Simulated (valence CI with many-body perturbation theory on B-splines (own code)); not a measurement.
## Pb⁴⁹⁺: electric-dipole lines

Computed by relativistic CI+MBPT: five valence electrons over a frozen Dirac-Fock core [Ar] 3d10, a basis of 11 s, 11 p, 10 d, 8 f, 5 g, 2 h functions for each j, with the one-electron correlation potential Σ1, the two-electron term Σ2, the three-electron term Σ3, Breit, model QED; selected CI, second order for the rest, scaled by the run's own slope (own B-spline code, finite nucleus).

No measured spectrum was set against this ion. As an estimate, large intervals hold to a few tenths of a per cent, small ones and those within an open d or f shell to about a per cent. Among the levels kept, up to 2200 cm⁻¹ of a level comes from second order outside the variational space, and about a tenth of that is noise between levels of different J, which matters for small intervals.

Lines 51 to 100 of 567 in falling wavelength, among levels below 6002.1 × 10³ cm⁻¹, chosen from the strongest by gf and those to the six lowest levels. Wavelengths and rates use the calculated energies. Electric multipoles are in the length gauge with retardation, E1 and E2 with the static RPA response of the core. Weak lines are less certain than strong ones. Lines between different terms over intervals too small for the method are left out, as are lines whose strength nearly cancels. Where a level lies close to another of its J and parity, the split of strength between their lines is uncertain. The highest levels of a list are the least certain.

Levels are named by their leading jj configuration (3d3/2^4 stands for four electrons in 3d with j = 3/2), which in mixed levels can hold well under half, so a name can repeat and another be missing. Letters in brackets count levels of one name in rising energy.

```
λ vac (nm)                               Upper                               Lower   A (s⁻¹)  S (a.u.)
     10.02  (4s 4p1/2 4p3/2^2 4d5/2) J=3/2 [a]          (4s^2 4p3/2^2 4d5/2) J=1/2  1.84e+10  3.66e-02
     10.00          (4s 4p1/2^2 4d5/2^2) J=5/2  (4s^2 4p1/2 4p3/2 4f7/2) J=5/2 [b]  1.52e+10  4.51e-02
     9.994  (4s 4p1/2^2 4p3/2 4d5/2) J=3/2 [b]  (4s^2 4p1/2 4p3/2 4d5/2) J=3/2 [b]  2.43e+10  4.79e-02
     9.991          (4s 4p1/2^2 4d5/2^2) J=5/2      (4s^2 4p1/2 4p3/2 4f7/2) J=3/2  1.86e+10  5.50e-02
     9.926  (4s 4p1/2^2 4p3/2 4d5/2) J=3/2 [a]  (4s^2 4p1/2 4p3/2 4d5/2) J=5/2 [a]  3.03e+10  5.84e-02
     9.921  (4s 4p1/2^2 4d3/2 4d5/2) J=7/2 [b]      (4s^2 4p1/2 4d3/2 4d5/2) J=9/2  3.19e+10  1.23e-01
     9.920  (4s 4p1/2 4p3/2^2 4d3/2) J=7/2 [d]          (4s^2 4p3/2^2 4d3/2) J=7/2  1.54e+10  5.94e-02
     9.870  (4s 4p1/2 4p3/2^2 4d5/2) J=5/2 [d]      (4s^2 4p3/2^2 4d5/2) J=5/2 [a]  1.87e+10  5.33e-02
     9.765  (4s 4p1/2^2 4p3/2 4d5/2) J=7/2 [a]      (4s^2 4p1/2 4p3/2 4d5/2) J=9/2  1.34e+10  4.92e-02
     9.753  (4s 4p1/2 4p3/2^2 4d5/2) J=3/2 [d]          (4s^2 4p3/2^2 4d5/2) J=3/2  2.40e+10  4.40e-02
     9.645  (4s 4p1/2^2 4p3/2 4f7/2) J=7/2 [b]  (4s^2 4p1/2 4p3/2 4f7/2) J=9/2 [b]  2.37e+10  8.41e-02
     9.634  (4s 4p1/2 4p3/2^2 4d5/2) J=5/2 [f]      (4s^2 4p3/2^2 4d5/2) J=5/2 [b]  2.20e+10  5.82e-02
     9.623  (4s 4p1/2 4p3/2^2 4d5/2) J=3/2 [c]      (4s^2 4p3/2^2 4d5/2) J=5/2 [a]  2.46e+10  4.33e-02
     9.582  (4s 4p1/2^2 4p3/2 4f7/2) J=7/2 [b]  (4s^2 4p1/2 4p3/2 4f7/2) J=7/2 [b]  1.56e+10  5.43e-02
     9.580  (4s 4p1/2^2 4p3/2 4f7/2) J=9/2 [b]     (4s^2 4p1/2 4p3/2 4f7/2) J=11/2  3.42e+10  1.48e-01
     9.578  (4s 4p1/2^2 4p3/2 4d5/2) J=5/2 [b]  (4s^2 4p1/2 4p3/2 4d5/2) J=7/2 [b]  3.26e+10  8.47e-02
     9.487  (4s 4p1/2 4p3/2^2 4d5/2) J=7/2 [b]          (4s^2 4p3/2^2 4d5/2) J=7/2  1.79e+10  6.04e-02
     9.457  (4s 4p1/2^2 4d3/2 4d5/2) J=5/2 [b]      (4s^2 4p1/2 4d3/2 4d5/2) J=7/2  2.12e+10  5.30e-02
     9.456  (4s 4p1/2 4p3/2^2 4d5/2) J=3/2 [e]      (4s^2 4p3/2^2 4d5/2) J=5/2 [b]  3.10e+10  5.17e-02
     9.397  (4s 4p1/2 4p3/2^2 4d5/2) J=5/2 [b]          (4s^2 4p3/2^2 4d5/2) J=7/2  1.99e+10  4.88e-02
     9.333  (4s 4p1/2^2 4p3/2 4f5/2) J=7/2 [b]      (4s^2 4p1/2 4p3/2 4f5/2) J=9/2  2.74e+10  8.80e-02
     9.329          (4s 4p1/2^2 4p3/2^2) J=3/2          (4s^2 4p1/2 4p3/2^2) J=5/2  4.86e+10  7.80e-02
     9.285             (4p1/2^2 4p3/2^3) J=3/2            (4s 4p1/2 4p3/2^3) J=5/2  5.73e+10  9.05e-02
     9.269  (4s 4p1/2^2 4p3/2 4d3/2) J=3/2 [b]  (4s^2 4p1/2 4p3/2 4d3/2) J=5/2 [a]  2.50e+10  3.93e-02
     9.238  (4s 4p1/2^2 4p3/2 4f7/2) J=9/2 [b]  (4s^2 4p1/2 4p3/2 4f7/2) J=9/2 [a]  1.21e+10  4.72e-02
     9.197        (4s 4p1/2 4p3/2^3) J=3/2 [b]                (4s^2 4p3/2^3) J=3/2  2.87e+10  4.41e-02
     9.183  (4s 4p1/2^2 4p3/2 4f7/2) J=9/2 [c]     (4s^2 4p1/2 4p3/2 4f7/2) J=11/2  9.53e+09  3.64e-02
     9.182  (4s 4p1/2^2 4p3/2 4d5/2) J=7/2 [b]      (4s^2 4p1/2 4p3/2 4d5/2) J=9/2  3.28e+10  1.00e-01
     9.128  (4s 4p1/2 4p3/2^2 4d5/2) J=7/2 [c]          (4s^2 4p3/2^2 4d5/2) J=9/2  2.69e+10  8.08e-02
     9.075  (4s 4p1/2^2 4p3/2 4d3/2) J=5/2 [b]      (4s^2 4p1/2 4p3/2 4d3/2) J=7/2  4.66e+10  1.03e-01
     9.003  (4s 4p1/2 4p3/2^2 4d5/2) J=9/2 [c]          (4s^2 4p3/2^2 4d5/2) J=9/2  2.94e+10  1.06e-01
     8.930  (4s 4p1/2 4p3/2^2 4d5/2) J=7/2 [d]          (4s^2 4p3/2^2 4d5/2) J=9/2  1.37e+10  3.86e-02
     8.908          (4s 4p1/2^2 4p3/2^2) J=3/2          (4s^2 4p1/2 4p3/2^2) J=3/2  1.63e+10  2.28e-02
     8.893  (4s 4p1/2 4p3/2^2 4d3/2) J=5/2 [e]          (4s^2 4p3/2^2 4d3/2) J=7/2  3.14e+10  6.55e-02
     8.722  (4s 4p1/2^2 4p3/2 4d5/2) J=7/2 [b]  (4s^2 4p1/2 4p3/2 4d5/2) J=7/2 [a]  1.47e+10  3.84e-02
     8.629  (4s 4p1/2 4p3/2^2 4d3/2) J=3/2 [f]          (4s^2 4p3/2^2 4d3/2) J=5/2  2.81e+10  3.57e-02
     7.365  (4s^2 4p1/2 4p3/2 4d3/2) J=3/2 [a]          (4s^2 4p1/2 4p3/2^2) J=1/2  4.99e+09  3.93e-03
     7.358  (4s^2 4p1/2 4p3/2 4d3/2) J=1/2 [a]          (4s^2 4p1/2 4p3/2^2) J=1/2  4.41e+09  1.73e-03
     7.060  (4s^2 4p1/2 4p3/2 4d3/2) J=5/2 [a]          (4s^2 4p1/2 4p3/2^2) J=5/2  1.32e+10  1.37e-02
     7.031  (4s^2 4p1/2 4p3/2 4d3/2) J=3/2 [a]          (4s^2 4p1/2 4p3/2^2) J=5/2  1.48e+10  1.02e-02
     6.810      (4s^2 4p1/2 4p3/2 4d3/2) J=7/2          (4s^2 4p1/2 4p3/2^2) J=5/2  1.79e+09  2.23e-03
     6.789  (4s^2 4p1/2 4p3/2 4d3/2) J=3/2 [a]          (4s^2 4p1/2 4p3/2^2) J=3/2  8.64e+09  5.34e-03
     6.783  (4s^2 4p1/2 4p3/2 4d3/2) J=1/2 [a]          (4s^2 4p1/2 4p3/2^2) J=3/2  1.04e+10  3.19e-03
     6.779          (4s^2 4p1/2^2 4d3/2) J=3/2          (4s^2 4p1/2^2 4p3/2) J=3/2  2.62e+10  1.61e-02
     6.738  (4s 4p1/2^2 4d3/2 4d5/2) J=7/2 [b]  (4s 4p1/2^2 4p3/2 4d5/2) J=7/2 [a]  2.62e+10  3.16e-02
     6.666      (4s^2 4p1/2 4d3/2 4d5/2) J=9/2      (4s^2 4p1/2 4p3/2 4d5/2) J=9/2  2.51e+10  3.68e-02
     6.426  (4s^2 4p1/2 4p3/2 4d3/2) J=3/2 [b]          (4s^2 4p1/2 4p3/2^2) J=1/2  2.16e+09  1.13e-03
     6.390  (4s^2 4p1/2 4p3/2 4d3/2) J=1/2 [b]          (4s^2 4p1/2 4p3/2^2) J=1/2  4.53e+08  1.17e-04
     6.313      (4s 4p1/2^2 4d3/2 4d5/2) J=9/2      (4s 4p1/2^2 4p3/2 4d5/2) J=9/2  4.59e+10  5.70e-02
     6.229  (4s^2 4p1/2 4p3/2 4d3/2) J=5/2 [b]          (4s^2 4p1/2 4p3/2^2) J=5/2  3.92e+09  2.81e-03
```
